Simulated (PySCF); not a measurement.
SMILES CN(C)c1cnc(C#N)s1, C6H7N3S

Geometry:
| atom | x (Å) | y (Å) | z (Å) |
| --- | --- | --- | --- |
| C1 | -1.415 | 1.802 | 0.253 |
| N2 | -1.195 | 0.641 | -0.572 |
| C3 | -2.289 | -0.262 | -0.829 |
| C4 | 0.068 | 0.176 | -0.754 |
| C5 | 0.482 | -1.037 | -1.307 |
| N6 | 1.815 | -1.210 | -1.399 |
| C7 | 2.477 | -0.194 | -0.924 |
| C8 | 3.889 | -0.075 | -0.873 |
| N9 | 5.041 | 0.054 | -0.816 |
| S10 | 1.464 | 1.102 | -0.305 |
| H11 | -0.719 | 2.608 | -0.032 |
| H12 | -1.279 | 1.596 | 1.332 |
| H13 | -2.435 | 2.175 | 0.094 |
| H14 | -2.185 | -0.713 | -1.828 |
| H15 | -2.352 | -1.078 | -0.085 |
| H16 | -3.231 | 0.301 | -0.812 |
| H17 | -0.191 | -1.821 | -1.651 |

Computed with TDDFT CAM-B3LYP/aug-cc-pVDZ excited states, vertical, gas phase in PySCF 2.14.0. Geometry: PBE0-D3(BJ)/def2-SVP.

**Question.** Give the one- and two-photon strengths of the lowest singlets.

**Answer.** δ for parallel linear polarisation; σ at the peak of a Lorentzian of half width 0.1 eV, single beam; Ω is circular over linear.
```tsv
state	E (eV)	f	photon λ (nm)	δ (au)	σ (GM)	Ω	main
S1	4.18	0.378	593	543	3.48	0.83	HOMO→LUMO 0.96
S2	4.90	0.005	507	46.3	0.41	1.02	HOMO→LUMO+5 0.53, HOMO→LUMO+1 0.27
S3	5.10	0.025	486	192	1.83	0.87	HOMO→LUMO+1 0.54, HOMO→LUMO+3 0.20
S4	5.30	0.001	468	0.83	0.01	1.50	HOMO−2→LUMO 0.95
S5	5.53	0.000	448	19.9	0.22	1.32	HOMO→LUMO+10 0.39, HOMO→LUMO+9 0.27
S6	5.79	0.003	428	152	1.86	0.84	HOMO−1→LUMO 0.37, HOMO→LUMO+2 0.15
```

Among these, the strongest one-photon state is S1, the strongest two-photon state S1, with a dipole change of 2.7 D (relaxed, norm of the difference vector).
